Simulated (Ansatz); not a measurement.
# Worked example: vertical ionisation energy of HfF4 (SMILES F[Hf](F)(F)F)

HfF4 has 5 atoms, charge 0, and is taken as a singlet. As SMILES, `F[Hf](F)(F)F`. The shape is that of a PBE0-D4/def2-TZVP optimisation.

```xyz
5

F    -0.9087   -0.1120    1.6614
Hf    0.0000    0.0000    0.0000
F     1.6229   -0.9772    0.0997
F    -1.0932   -0.7277   -1.3690
F     0.3790    1.8169   -0.3922
```

Both states at this one shape; open shells run unrestricted unless said. 1 Eh = 27.2114 eV.

| level | program | singlet HfF4 (Eh) | doublet [HfF4]+ (Eh) | HOMO of the first (eV) |
| --- | --- | --- | --- | --- |
| PBE/def2-SVP (core potential) | Ansatz | -447.073413 | -446.581703 | -9.90 |
| PBE0/def2-SVP (core potential) | Ansatz | -447.025739 | -446.494158 | -12.06 |

Problem. Work out the vertical ionisation energy at each level.

Solution. 
1. PBE/def2-SVP (core potential): -446.581703 − (-447.073413) = 0.491710 Eh = 13.38 eV; −ε(HOMO) = 9.90 eV.
2. PBE0/def2-SVP (core potential): -446.494158 − (-447.025739) = 0.531581 Eh = 14.47 eV; −ε(HOMO) = 12.06 eV.

No measured value is set beside it here; the levels span 13.38 to 14.47 eV. In semi-local functionals −ε(HOMO) lies far under the ionisation energy, a result of self-interaction, while the difference of totals does much better. Spin-orbit coupling, which splits open shells on such heavy atoms by tenths of an eV, is left out.
